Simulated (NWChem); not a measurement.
SiHBr, singlet; SMILES [SiH]Br

```xyz
3

Si     0.0935    -1.5734     0.0000
H     -1.4334    -1.7430     0.0000
Br     0.0152     0.6775     0.0000
```
Atoms are numbered in this order, from 1.

All runs: NWChem. Geometry optimised at PBE0/def2-SVP; all other runs use it. Low-valent species are run as closed-shell singlets; no triplet was tried in these runs. This build's default masses of Se (78.918 u) and Br (79.917 u) are each other's, which moves their modes by up to 0.6 %.

```csv
quantity,level,value
dipole in solution (D) in n-hexane,"PBE0/def2-SVP, SMD",1.16
"vertical, lowest excitation, singlet (eV)","CAM-B3LYP/def2-SVPD, TDA",2.70
"isotropic polarisability (bohr³), static",CAM-B3LYP/def2-SVPD,54.1
−ε(HOMO) (eV),PBE/def2-SVP,5.80
dipole (D),PBE0/def2-SVP,1.02
highest harmonic frequency (cm⁻¹),PBE0/def2-SVP,2030
```
